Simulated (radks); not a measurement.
Question: The titanium ion Ti8+ is in [Ne] 3s2 3p2. Method: scalar-relativistic Kohn-Sham, LDA (Slater exchange, Perdew-Wang correlation), spin-polarised, spherical densities, finite nucleus; Fermi nuclear charge, rms radius of each element as measured or else 0.836 A^(1/3) + 0.57 fm; computed with a radial shooting solver on a logarithmic mesh with Libxc functionals. Open shells are filled with parallel spins first. One electron is removed from 3p, 3s, 2s, 2p in turn, with full relaxation. Which removal costs least, and what does each cost?

Answer: 3p 192.52 eV; 3s 212.10 eV; 2p 646.60 eV; 2s 733.35 eV. The 3p electron leaves first.
